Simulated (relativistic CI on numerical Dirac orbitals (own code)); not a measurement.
# Electric-dipole lines of Hg70+

Calculated at this level of theory: Dirac-Coulomb-Breit CI, KLI orbitals optimised for each configuration, QED by a radiative potential, unscaled Slater integrals (own radial code, finite nucleus).

CI space (outside the closed core 1s2): 2s²2p⁶, 2s²2p⁵3s, 2s²2p⁵3p, 2s²2p⁵3d, 2s2p⁶3s, 2s2p⁶3p, 2s2p⁶3d, 2s²2p⁵4s, 2s²2p⁵4p, 2s²2p⁵4d, 2s²2p⁵4f, 2s²2p⁴3s², 2s²2p⁴3s3p, 2s²2p⁵5s, 2s2p⁶4s, 2s²2p⁵5p, 2s²2p⁴3s3d, 2s²2p⁵5d, 2s²2p⁴3p², 2s²2p⁵5f, 2s²2p⁵5g, 2s2p⁶4p, 2s2p⁶4d, 2s2p⁶4f, 2s²2p⁴3p3d, 2s2p⁵3s², 2s²2p⁴3d², 2s2p⁵3s3p, 2s2p⁵3s3d, 2s2p⁵3p², 2s2p⁶5s, 2s2p⁵3p3d, 2s2p⁶5p, 2s2p⁶5d, 2s2p⁶5f, 2s2p⁶5g. Levels of other configurations are missing.

| λ vac (nm) | Lower | Upper | A (s⁻¹) | log gf | S velocity/length |
| --- | --- | --- | --- | --- | --- |
| 0.09788 | 2s²2p⁶ ¹S0 [1] | 2s²2p⁵3d ³D°1 [29] | 2.30e+15 | 0.00 | 1.00 |
| 0.11461 | 2s²2p⁶ ¹S0 [1] | 2s²2p⁵3d ¹P°1 [17] | 3.89e+15 | 0.36 | 1.00 |
| 0.29429 | 2s²2p⁵3p ³D2 [5] | 2s²2p⁵4d ³F°3 [47] | 1.37e+14 | 0.10 | 0.99 |
| 0.33355 | 2s²2p⁵3p ³D3 [6] | 2s²2p⁵4d ³F°4 [50] | 1.78e+14 | 0.43 | 1.00 |
| 0.33424 | 2s²2p⁵3p ³P2 [8] | 2s²2p⁵4d ³D°3 [52] | 1.42e+14 | 0.22 | 1.00 |
| 0.34692 | 2s²2p⁵3d ³F°2 [28] | 2s²2p⁵4f ³G3 [104] | 3.47e+14 | 0.64 | 0.99 |
| 0.34715 | 2s²2p⁵3d ³P°1 [12] | 2s²2p⁵4f ³F2 [56] | 2.12e+14 | 0.28 | 0.99 |
| 0.34737 | 2s²2p⁵3d ³F°3 [11] | 2s²2p⁵4f ³G4 [54] | 3.46e+14 | 0.75 | 0.99 |
| 0.34791 | 2s2p⁶3d ³D2 [35] | 2s2p⁶4f ³F°3 [118] | 3.42e+14 | 0.64 | 1.00 |
| 0.34796 | 2s²2p⁵3d ³D°2 [13] | 2s²2p⁵4f ³F3 [57] | 2.75e+14 | 0.54 | 0.99 |
| 0.35705 | 2s²2p⁵3d ³F°4 [14] | 2s²2p⁵4f ³G5 [58] | 3.59e+14 | 0.88 | 0.99 |
| 0.35729 | 2s²2p⁵3d ³P°2 [30] | 2s²2p⁵4f ³D3 [107] | 3.42e+14 | 0.66 | 0.99 |
| 0.35744 | 2s2p⁶3d ³D3 [36] | 2s2p⁶4f ³F°4 [120] | 3.58e+14 | 0.79 | 1.00 |
| 0.35759 | 2s²2p⁵3d ¹D°2 [15] | 2s²2p⁵4f ¹F3 [60] | 2.96e+14 | 0.60 | 0.99 |
| 0.35766 | 2s²2p⁵3d ³F°3 [31] | 2s²2p⁵4f ³G4 [106] | 3.58e+14 | 0.79 | 0.99 |
| 0.35863 | 2s²2p⁵3d ³D°3 [16] | 2s²2p⁵4f ³F4 [61] | 3.18e+14 | 0.74 | 0.99 |
| 0.35902 | 2s2p⁶3d ¹D2 [37] | 2s2p⁶4f ¹F°3 [121] | 3.38e+14 | 0.66 | 1.00 |
| 0.36213 | 2s²2p⁵3d ¹P°1 [17] | 2s²2p⁵4f ¹D2 [59] | 2.88e+14 | 0.45 | 0.98 |
| 0.75069 | 2s²2p⁵4d ³F°3 [47] | 2s²2p⁵5f ³G4 [81] | 6.16e+13 | 0.67 | 1.00 |
| 0.76939 | 2s²2p⁵4d ³F°4 [50] | 2s²2p⁵5f ³G5 [84] | 6.54e+13 | 0.81 | 1.00 |
| 0.78684 | 2s²2p⁵4f ³G4 [54] | 2s²2p⁵5g ³H°5 [88] | 1.06e+14 | 1.04 | 1.00 |
| 0.78774 | 2s²2p⁵4f ³F2 [56] | 2s²2p⁵5g ³G°3 [90] | 8.56e+13 | 0.75 | 1.00 |
| 0.78815 | 2s²2p⁵4f ³F3 [57] | 2s²2p⁵5g ³G°4 [91] | 9.44e+13 | 0.90 | 1.00 |
| 0.79528 | 2s²2p⁵4f ³G5 [58] | 2s²2p⁵5g ³H°6 [92] | 1.08e+14 | 1.13 | 1.00 |
| 0.79585 | 2s2p⁶4f ³F°4 [120] | 2s2p⁶5g ³G5 [156] | 1.08e+14 | 1.05 | 1.00 |
| 0.79589 | 2s²2p⁵4f ³G4 [106] | 2s²2p⁵5g ³H°5 [138] | 1.08e+14 | 1.05 | 1.00 |
| 0.79630 | 2s²2p⁵4f ¹D2 [59] | 2s²2p⁵5g ¹F°3 [93] | 9.65e+13 | 0.81 | 1.00 |
| 0.79639 | 2s²2p⁵4f ¹F3 [60] | 2s²2p⁵5g ¹G°4 [94] | 9.64e+13 | 0.92 | 1.00 |
| 0.79679 | 2s²2p⁵4f ³F4 [61] | 2s²2p⁵5g ³G°5 [95] | 1.01e+14 | 1.02 | 1.00 |
| 1.7245 | 2s²2p⁵3s ³P°2 [2] | 2s²2p⁵3p ³D3 [6] | 3.46e+12 | 0.03 | 1.02 |

Terms are leading LS components. Brackets give the number of a level in order of energy, since labels repeat. The list gives strong lines, with weight on those to low levels, among the lowest 157 of 838 levels, so that lines to higher ones, which can be the strongest, are missing. Levels whose partners in the same complex of configurations lie outside the list can be far off, and so can their lines. Rates are taken at the computed energies, electric ones in the length gauge. A velocity-to-length ratio far from 1 marks an uncertain rate.

At this charge energies of transitions that change n are usually good to better than 1 %, and those within a shell (Δn = 0) to a few per cent.

Problem. From the table, what is the radiative lifetime of 2s²2p⁵3d ³D°1?

Solution. The listed rates from this level add up to about 2.30e+15 s⁻¹, 100 % of its decay; with all channels τ = 4.35e-16 s.

LS names give the leading component of a level, which can be under half, so a name can repeat, a term be missing and a line seem to break the LS rules.
